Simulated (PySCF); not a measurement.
SMILES F[Te](F)(F)F (F₄Te) at its PBE0/def2-SVP optimised geometry (Å):

```
5

Te    -0.2876    -0.2473     0.0000
F     -1.6295     0.2473    -1.2768
F      0.0001     1.6481     0.0000
F      1.6295    -0.2473     0.0000
F      0.0000    -1.6481    -1.2768
```

Computed with PBE0/def2-TZVP, def2 effective core potentials past Kr in PySCF 2.14.0. The core electrons that the potentials of Te replace are not part of the density.

Map of the electrostatic potential (hartree/e), clipped to [-0.08, 0.12] on the plane z = 1.2 Å:

```
|111111111000000000000000000|
|111111111000000000000000000|
|111111111000000000000000000|
|111111111000000000000000000|
|111111111100000000000000000|
|111111111100000000000000000|
|111222222111000000000000000|
|122222222222111000000000000|
|222223334444332211000000000|
|222233455667765432100000000|
|222334567999999753100000000|
|223344679999999974200000000|
|223345689999999995210000000|
|223345799999999996310000000|
|233445799999999996310000000|
|233445789999999996310000000|
|233445689999999995310000000|
|233345678999999985311000000|
|223344567899999864321100000|
|223344556778888654321110000|
|223334455666666543221111111|
|222333444555555433221111111|
|222233334444444332221111111|
|222223333333333322221111111|
|222222233333333222211111111|
|222222222222222222211111111|
|222222222222222222111111111|
```
Scale: ten equal steps from -0.018 (start of '0') to 0.120 (end of '9'), in the order '0123456789'; x runs from -4.00 to 4.00, y from -4.00 (bottom) to 4.00 (top).
